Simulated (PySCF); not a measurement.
# Trend along the halogens: MW molecules

PBE0 with triple-zeta basis sets in PySCF, for the lowest determinant that a PBE0 search found; no spin–orbit coupling. De refers to high-spin ground-configuration atoms. A positive dipole means M(−)W(+).

```tsv
M	basis	state (unpaired electrons)	Re (Å)	ωe (cm⁻¹)	De (eV)	μ (D)
F	def2-TZVPP	sextet (σ ↑, π ↑↑, δ ↑↑)	1.889	645	n/a	2.62
Cl	def2-TZVPPD	sextet (σ ↑, π ↑↑, δ ↑↑)	2.275	382	n/a	3.32
Br	def2-TZVPP	sextet (σ ↑, π ↑↑, δ ↑↑)	2.423	259	n/a	3.38
I	def2-TZVPP	sextet (σ ↑, π ↑↑, δ ↑↑)	2.616	200	n/a	3.39
```

The shortest bond is that of WF (1.889 Å), the longest that of WI (2.616 Å).

The rows differ in basis set, which adds steps of its own.

Down a group the atoms grow and get heavier, so bonds lengthen and wavenumbers fall; this series shows no clear exception.

De is left out where the level can put another filling of the metal’s s and d shells below the measured ground configuration, by anything from nothing to about 1 eV. Spin–orbit coupling is left out, which matters for elements this heavy, above all for dissociation energies. The state is the lowest single determinant that the PBE0 search found; with open d or f shells the true ground state can be another one.
